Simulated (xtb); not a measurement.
xtb input (GFN2-xTB):

```bash
xtb mol.xyz --gfn 2 --sp --chrg 1 --uhf 0
```
mol.xyz:
```
3

Cu    -0.00000000    -0.00000000    -0.82799153
C      0.00000000     0.00000000     1.07847032
O      0.00000000     0.00000000     2.19261656
```

Output:

```
           -------------------------------------------------
          |                Calculation Setup                |
           -------------------------------------------------

           -------------------------------------------------
          |                 G F N 2 - x T B                 |
           -------------------------------------------------

        Reference                      10.1021/acs.jctc.8b01176
      * Hamiltonian:
        H0-scaling (s, p, d)           1.850000    2.230000    2.230000
        zeta-weighting                 0.500000
      * Dispersion:
        s8                             2.700000
        a1                             0.520000
        a2                             5.000000
        s9                             5.000000
      * Repulsion:
        kExp                           1.500000    1.000000
        rExp                           1.000000
      * Coulomb:
        alpha                          2.000000
        third order                    shell-resolved
        anisotropic                    true
        a3                             3.000000
        a5                             4.000000
        cn-shift                       1.200000
        cn-exp                         4.000000
        max-rad                        5.000000

          ...................................................
          :                      SETUP                      :
          :.................................................:
          :  # basis functions                  18          :
          :  # atomic orbitals                  17          :
          :  # shells                            7          :
          :  # electrons                        20          :
          :  max. iterations                   250          :
          :  Hamiltonian                  GFN2-xTB          :
          :  restarted?                      false          :
          :  GBSA solvation                  false          :
          :  PC potential                    false          :
          :  electronic temp.          300.0000000     K    :
          :  accuracy                    1.0000000          :
          :  -> integral cutoff          0.2500000E+02      :
          :  -> integral neglect         0.1000000E-07      :
          :  -> SCF convergence          0.1000000E-05 Eh   :
          :  -> wf. convergence          0.1000000E-03 e    :
          :  Broyden damping             0.4000000          :
          :  net charge                          1          :
          :  unpaired electrons                  0          :
          ...................................................

 iter      E             dE          RMSdq      gap      omega  full diag
   1     -9.6346742 -0.963467E+01  0.118E+01    5.83       0.0  T
   2     -9.6489306 -0.142564E-01  0.745E+00    4.06       1.0  T
   3     -9.6330065  0.159240E-01  0.247E+00    2.15       1.0  T
   4     -9.6522698 -0.192633E-01  0.948E-01    2.95       1.0  T
   5     -9.6530206 -0.750800E-03  0.298E-01    3.11       1.0  T
   6     -9.6529688  0.518397E-04  0.232E-01    2.90       1.0  T
   7     -9.6530648 -0.960479E-04  0.456E-02    2.99       1.3  T
   8     -9.6530658 -0.103549E-05  0.383E-02    2.99       1.5  T
   9     -9.6530685 -0.265301E-05  0.607E-03    3.01       9.5  T
  10     -9.6530686 -0.670563E-07  0.178E-03    3.02      32.4  T
  11     -9.6530686 -0.415917E-08  0.354E-04    3.01     163.1  T
  12     -9.6530686 -0.262462E-09  0.368E-05    3.01    1569.8  T

   *** convergence criteria satisfied after 12 iterations ***

         #    Occupation            Energy/Eh            Energy/eV
      -------------------------------------------------------------
         1        2.0000           -1.0454947             -28.4494
       ...           ...                  ...                  ...
         4        2.0000           -0.8712961             -23.7092
         5        2.0000           -0.7723689             -21.0172
         6        2.0000           -0.6618349             -18.0094
         7        2.0000           -0.6618349             -18.0094
         8        2.0000           -0.6525072             -17.7556
         9        2.0000           -0.6525072             -17.7556
        10        2.0000           -0.6468168             -17.6008 (HOMO)
        11                         -0.5360350             -14.5863 (LUMO)
        12                         -0.5360350             -14.5863
        13                         -0.4052662             -11.0279
        14                         -0.2661499              -7.2423
        15                         -0.2661499              -7.2423
       ...                                ...                  ...
        17                          0.7643632              20.7994
      -------------------------------------------------------------
                  HL-Gap            0.1107818 Eh            3.0145 eV
             Fermi-level           -0.5914259 Eh          -16.0935 eV

 SCC (total)                   0 d,  0 h,  0 min,  0.003 sec
 SCC setup                      ...        0 min,  0.000 sec (  3.540%)
 Dispersion                     ...        0 min,  0.000 sec (  0.996%)
 classical contributions        ...        0 min,  0.000 sec (  0.547%)
 integral evaluation            ...        0 min,  0.000 sec ( 14.709%)
 iterations                     ...        0 min,  0.002 sec ( 56.823%)
 molecular gradient             ...        0 min,  0.001 sec ( 18.194%)
 printout                       ...        0 min,  0.000 sec (  4.748%)

         :::::::::::::::::::::::::::::::::::::::::::::::::::::
         ::                     SUMMARY                     ::
         :::::::::::::::::::::::::::::::::::::::::::::::::::::
         :: total energy              -9.570797804717 Eh    ::
         :: gradient norm              0.019768533811 Eh/a0 ::
         :: HOMO-LUMO gap              3.014525369371 eV    ::
         ::.................................................::
         :: SCC energy                -9.653068571592 Eh    ::
         :: -> isotropic ES            0.133349657991 Eh    ::
         :: -> anisotropic ES         -0.008614231216 Eh    ::
         :: -> anisotropic XC         -0.003737638939 Eh    ::
         :: -> dispersion             -0.000892141949 Eh    ::
         :: repulsion energy           0.082270766875 Eh    ::
         :: add. restraining           0.000000000000 Eh    ::
         :: total charge               1.000000000000 e     ::
         :::::::::::::::::::::::::::::::::::::::::::::::::::::

           -------------------------------------------------
          |                Property Printout                |
           -------------------------------------------------

    * Orbital Energies and Occupations

         #    Occupation            Energy/Eh            Energy/eV
      -------------------------------------------------------------
         1        2.0000           -1.0454947             -28.4494
         2        2.0000           -0.8998183             -24.4853
         3        2.0000           -0.8712961             -23.7092
         4        2.0000           -0.8712961             -23.7092
         5        2.0000           -0.7723689             -21.0172
         6        2.0000           -0.6618349             -18.0094
         7        2.0000           -0.6618349             -18.0094
         8        2.0000           -0.6525072             -17.7556
         9        2.0000           -0.6525072             -17.7556
        10        2.0000           -0.6468168             -17.6008 (HOMO)
        11                         -0.5360350             -14.5863 (LUMO)
        12                         -0.5360350             -14.5863
Note: The following floating-point exceptions are signalling: IEEE_DENORMAL
normal termination of xtb
        13                         -0.4052662             -11.0279
        14                         -0.2661499              -7.2423
        15                         -0.2661499              -7.2423
        16                          0.0246472               0.6707
        17                          0.7643632              20.7994
      -------------------------------------------------------------
                  HL-Gap            0.1107818 Eh            3.0145 eV
             Fermi-level           -0.5914259 Eh          -16.0935 eV

     #   Z          covCN         q      C6AA      α(0)
     1  29 Cu       0.868     0.654   140.621    27.108
     2   6 C        1.723     0.179    27.042     8.416
     3   8 O        0.856     0.167    13.056     4.844

 Mol. C6AA /au·bohr⁶  :        413.637185
 Mol. C8AA /au·bohr⁸  :      22376.679140
 Mol. α(0) /au        :         40.367951

Wiberg/Mayer (AO) data.
largest (>0.10) Wiberg bond orders for each atom

 ---------------------------------------------------------------------------
     #   Z sym  total        # sym  WBO       # sym  WBO       # sym  WBO
 ---------------------------------------------------------------------------
     1  29 Cu   0.942 --     2 C    0.844
     2   6 C    3.515 --     3 O    2.672     1 Cu   0.844
     3   8 O    2.770 --     2 C    2.672
 ---------------------------------------------------------------------------

Topologies differ in total number of bonds
Writing topology from bond orders to xtbtopo.mol

molecular dipole:
                 x           y           z       tot (Debye)
 q only:        0.000       0.000       0.033
   full:        0.000      -0.000      -0.652       1.656
molecular quadrupole (traceless):
                xx          xy          yy          xz          yz          zz
 q only:       -2.606       0.000      -2.606       0.000       0.000       5.212
  q+dip:       -4.262       0.000      -4.262      -0.000       0.000       8.523
   full:       -3.164      -0.000      -3.164      -0.000       0.000       6.327

           -------------------------------------------------
          | TOTAL ENERGY               -9.570797804717 Eh   |
          | GRADIENT NORM               0.019768533811 Eh/α |
          | HOMO-LUMO GAP               3.014525369371 eV   |
           -------------------------------------------------

------------------------------------------------------------------------
------------------------------------------------------------------------
 total:
 SCF:
```
